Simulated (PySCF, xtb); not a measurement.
BFGeH4O, SMILES F[B]([GeH3])O.

GFN2-xTB (xtb) at its own geometry gives an orbital gap of 5.03 eV and a dipole moment of 2.82 D.

Geometry: r2SCAN-D4/def2-SVP. Other conformers were not sampled.

What does M06-2X/def2-TZVP in PySCF give? (The exact figures need the calculation; the answer reports its results.)

gap 10.29 eV (levels -9.86 and 0.43 eV), dipole 1.37 D.
